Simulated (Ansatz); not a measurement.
Breaking the C3–H4 bond in CH5BSe (SMILES CB[SeH]) (multiplicity 1 held, fragments rigid). Energies count from the point at 1.096 Å.
Geometry at that point (charge 0, multiplicity 1):
```xyz
8

B     -0.153    -0.553     1.063
H     -1.132    -0.589     1.735
C      1.169    -1.264     1.482
H      0.979    -2.333     1.632
H      1.494    -0.888     2.458
H      2.000    -1.161     0.783
Se    -0.234     0.425    -0.598
H     -1.635     0.865    -0.493
```

Signs of static correlation in cc-pVDZ, with CASSCF(2,2), from Ansatz (a quantum-chemistry and plane-wave program) runs.

```
R (Å)  T1 of restricted CCSD  ⟨S²⟩ of UHF  largest double amplitude of restricted CCSD  weight of the CASSCF reference in MRCISD  CASSCF natural occupations
-----  ---------------------  -----------  -------------------------------------------  ----------------------------------------  --------------------------
0.877                  0.015        0.000                                        0.050                                     0.879                   1.99 0.01
0.986                  0.015        0.000                                        0.050                                     0.878                   1.99 0.01
1.096                  0.015        0.000                                        0.050                                     0.878                   1.98 0.02
1.205                  0.015        0.000                                        0.049                                     0.878                   1.98 0.02
1.315                  0.015        0.000                                        0.048                                     0.878                   1.97 0.03
1.479                  0.015        0.000                                        0.046                                     0.878                   1.94 0.06
1.644                  0.017        0.000                                        0.049                                     0.878                   1.91 0.09
1.918                  0.020        0.553                                        0.105                                     0.878                   1.83 0.17
2.192                  0.025        0.805                                        0.214                                     0.878                   1.71 0.29
2.521                  0.033        0.930                                            …                                     0.878                   1.53 0.47
2.959                      …        0.988                                        0.567                                     0.878                   1.31 0.69
3.507                  0.054        1.006                                        0.729                                     0.878                   1.15 0.85
```

Question: Complete the blanks.

Answer: 
- 2.521, largest double amplitude of restricted CCSD: 0.386
- 2.959, T1 of restricted CCSD: 0.044

Doubts at one or more of the structures used: a restricted determinant that unrestricted orbitals would lower (R-CCSD(T)/cc-pVDZ); other coupled-cluster roots lie near (R-CCSD(T)/cc-pVDZ); T1 above 0.05 (R-CCSD(T)/cc-pVDZ, U-CCSD(T)/cc-pVDZ); a spin-contaminated determinant (U-CCSD(T)/cc-pVDZ).
